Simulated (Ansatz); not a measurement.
Consider the redistribution: `[CH3][Al-]1([F])[O]C(C(F)(F)F)=CC(C(F)(F)F)=[O+]1` + `[F][Al]([F])[Cl]` → `[CH3][Al]([F])[F]` + `FC(F)(F)C1=CC(C(F)(F)F)=[O+][Al-]([F])([Cl])[O]1`.

Calculated with Ansatz (gas phase, PBE0-D4/def2-TZVP geometries, no zero-point term in ΔE). CBS: MP2 limit from def2 TZ/QZ plus the TZ coupled-cluster correction, frozen cores. This one scheme is used for every species. DFT in def2-TZVPP.

`[CH3][Al-]1([F])[O]C(C(F)(F)F)=CC(C(F)(F)F)=[O+]1`:

```xyz
20

C    -3.167    0.757   -0.446
Al   -1.597   -0.276   -0.877
F    -1.593   -1.451   -2.042
O    -0.811   -1.054    0.602
C     0.399   -0.975    0.935
C     0.766   -1.850    2.142
F     0.060   -1.466    3.202
F     2.059   -1.761    2.445
F     0.483   -3.120    1.882
C     1.369   -0.179    0.340
C     1.021    0.659   -0.711
C     2.076    1.591   -1.325
F     3.272    1.425   -0.765
F     1.706    2.857   -1.154
F     2.186    1.353   -2.626
O    -0.117    0.769   -1.236
H    -2.975    1.484    0.349
H    -3.531    1.311   -1.316
H    -3.986    0.114   -0.110
H     2.380   -0.189    0.712
```

`[F][Al]([F])[Cl]`:

Z-matrix (Å, degrees):
```
Al
F 1 1.631
Cl 1 2.061 2 120.5
F 1 1.631 2 119.0 3 -180.0
```

`[CH3][Al]([F])[F]`:

```xyz
7

C    -0.796   -0.426   -0.080
Al    0.891    0.484    0.105
F     1.999    0.496   -1.110
F     1.312    1.291    1.474
H    -1.408   -0.331    0.818
H    -1.359   -0.024   -0.927
H    -0.639   -1.490   -0.280
```

`FC(F)(F)C1=CC(C(F)(F)F)=[O+][Al-]([F])([Cl])[O]1`:

Z-matrix (Å, degrees):
```
C
F 1 1.334
F 1 1.334 2 108.0
F 1 1.317 2 108.9 3 118.2
C 1 1.538 2 109.7 3 -119.4
C 5 1.387 1 117.8 2 59.4
O 5 1.260 1 115.9 2 -120.4
C 6 1.387 5 120.2 1 -179.0
H 6 1.080 5 119.9 1 0.2
Al 7 1.821 5 126.1 1 -178.9
O 8 1.260 6 126.3 5 -0.8
C 8 1.538 6 117.8 5 179.1
F 10 1.640 7 108.9 5 -114.4
Cl 10 2.082 7 110.2 5 111.2
F 12 1.334 8 109.6 6 59.7
F 12 1.317 8 111.6 6 -179.6
F 12 1.334 8 109.7 6 -58.8
```

```json
{"level": "revPBE-D4", "ΔE (kJ/mol)": "-12.1"}
{"level": "PBE-QIDH", "ΔE (kJ/mol)": "-10.3"}
{"level": "BHLYP", "ΔE (kJ/mol)": "-10.3"}
{"level": "MP2/def2-SVP", "ΔE (kJ/mol)": "-5.9"}
```

Question: What does CCSD(T)/CBS give? (Estimate.)

Answer: The calculation gave: -9.2 kJ/mol. The listed levels differ from it by -2.9, -1.1, -1.1, 3.3 kJ/mol.

Largest T1 diagnostic among the species: 0.015.

At CCSD(T), def2-SVP lies +3.9 kJ/mol from the extrapolated value and def2-TZVPP +0.2 kJ/mol. Leaving LDA and LC-ωPBE aside and taking each functional with its dispersion term where it has one, the values, not all of them listed here, spread over 2.1 kJ/mol, from revPBE-D4 to B2PLYP.
